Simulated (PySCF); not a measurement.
Species: C7H10Si.
Bonds: C1–C2 (double), C2–C3, C2–C4, C4–C5 (double), C5–C6, C6–C7 (double), C7–Si8, C4–Si8. Hydrogens: H9, H10 on C1; H11, H12, H13 on C3; H14 on C5; H15 on C6; H16 on C7; H17, H18 on Si8.

Probes without a nucleus sit at each ring's centroid and 1 Å off its mean plane on both sides; NICS is minus the shielding there, NICSzz its component along the normal. Level: GIAO PBE0/pcSseg-1 (PySCF, non-relativistic, gas phase) on the GFN2-xTB geometry, one conformer.

Ring bond lengths (Å), with Mayer bond orders in brackets: C4–C5 1.352 (1.73), C5–C6 1.448 (1.11), C6–C7 1.341 (1.81), C7–Si8 1.882 (0.90), Si8–C4 1.901 (0.85).

**Question.** Give the NICS values of each ring in ppm.

**Answer.** 
```tsv
ring	type	NICS(0)	NICS(1), two faces	NICS(1)zz, two faces	rms pucker (Å)	centre to ring atoms, mean (Å)
C4–C5–C6–C7–Si8	5-membered ring with Si; formal bonds 2 double, 3 single	2.2	-0.9 / -0.9	4.0 / 4.0	0.00	1.34
```

**Question.** What can be read from them?

**Answer.** 
- C4–C5–C6–C7–Si8: mean NICS(1)zz 4.0 ppm, deshielded. Si8 has four or more neighbours, so the value isn't read as a sign of a π ring current.

**Question.** What are the shieldings of the ring atoms and their hydrogens in the same run (means over atoms taken as equivalent)?

**Answer.** 
```csv
atoms,environment,σ isotropic (ppm),"principal values of the symmetric part, first atom (ppm)"
C4,fully substituted alkene carbon,32.2,"-51.6, 7.9, 140.4"
C5,alkene CH carbon,39.3,"-59.3, 38.1, 139.0"
C6,alkene CH carbon,29.6,"-87.6, 36.9, 139.6"
C7,alkene CH carbon,54.8,"-54.0, 50.2, 168.1"
Si8,SiH2 silicon,398.5,"335.8, 403.1, 456.6"
H14,vinylic hydrogen,24.87,"22.4, 23.4, 28.8"
H15,vinylic hydrogen,24.45,"22.5, 23.4, 27.4"
H16,vinylic hydrogen,25.61,"24.9, 25.2, 26.8"
H17 (×2),Si–H hydrogen,26.95,"23.6, 25.4, 31.8"
```

Shape of the structure used: `[CH2:1]=[C:2]([CH3:3])[C:4]1=[CH:5][CH:6]=[CH:7][SiH2:8]1`: C1–C2–C4–C5 180°.
